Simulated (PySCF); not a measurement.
CH₉AlO₂Si₂ (SMILES [CH3][Al]([O][SiH3])[O][SiH3]), singlet, at a GFN2-xTB geometry (such geometries of metal compounds can be far from the true shape), with bond 14-12 at 1.3 times its length. Base run: SVWN5/STO-3G run with PySCF.

Here is a job for PySCF.
```python
from pyscf import gto, scf, dft

mol = gto.M(
    atom='''
Al    0.328227    0.517411    0.468922
C     1.168480    1.860372    1.665972
H     1.792393    1.382469    2.420049
H     0.413247    2.460184    2.173924
H     1.792076    2.553553    1.101008
O    -0.785728    0.988621   -0.698016
Si   -1.870818    1.391488   -1.842135
H    -3.197806    1.074849   -1.309426
H    -1.564414    0.618294   -3.046731
H    -1.713334    2.830477   -2.071669
O     0.708594   -1.115714    0.587127
Si    1.042573   -2.706457    0.660993
H    -0.195330   -3.400072    1.022183
H     2.376350   -2.913248    2.006234
H     1.539281   -3.116498   -0.653854
''',
    basis='sto-3g',
    charge=0,
    spin=0,
    verbose=4,
)

mf = dft.RKS(mol)
mf.xc = 'lda,vwn'
mf.kernel()
mf.analyze()
```

Each row names what was changed in the base input (with any setting that the change needs).

```json
[
 {"change": "base", "ΔE vs base (mEh)": "0.000", "SCF cycles": "12", "outcome": "converged"},
 {"change": "conv_tol_grad = 1e-3", "ΔE vs base (mEh)": "0.000", "SCF cycles": "12", "outcome": "converged"},
 {"change": "DIIS = EDIIS", "ΔE vs base (mEh)": "-", "SCF cycles": "50", "outcome": "not converged"},
 {"change": "diis = off; damp = 0.6 (with mf.diis_start_cycle = 200; with mf.max_cycle = 150)", "ΔE vs base (mEh)": "0.000", "SCF cycles": "15", "outcome": "converged"},
 {"change": "solver = newton; init_guess = 1e", "ΔE vs base (mEh)": "0.000", "SCF cycles": "-", "outcome": "converged"},
 {"change": "init_guess = mod_huckel", "ΔE vs base (mEh)": "0.000", "SCF cycles": "13", "outcome": "converged"},
 {"change": "diis_space = 2", "ΔE vs base (mEh)": "-", "SCF cycles": "50", "outcome": "not converged"},
 {"change": "conv_tol = 1e-12", "ΔE vs base (mEh)": "0.000", "SCF cycles": "14", "outcome": "converged"},
 {"change": "init_guess = huckel", "ΔE vs base (mEh)": "0.000", "SCF cycles": "24", "outcome": "converged"},
 {"change": "DIIS = ADIIS", "ΔE vs base (mEh)": "0.000", "SCF cycles": "22", "outcome": "converged"},
 {"change": "diis = off; damp = 0.3 (with mf.diis_start_cycle = 200; with mf.max_cycle = 150)", "ΔE vs base (mEh)": "-", "SCF cycles": "150", "outcome": "not converged"},
 {"change": "level_shift = 1.0 (with mf.max_cycle = 100)", "ΔE vs base (mEh)": "0.000", "SCF cycles": "37", "outcome": "converged"},
 {"change": "conv_tol = 1e-11", "ΔE vs base (mEh)": "0.000", "SCF cycles": "13", "outcome": "converged"}
]
```
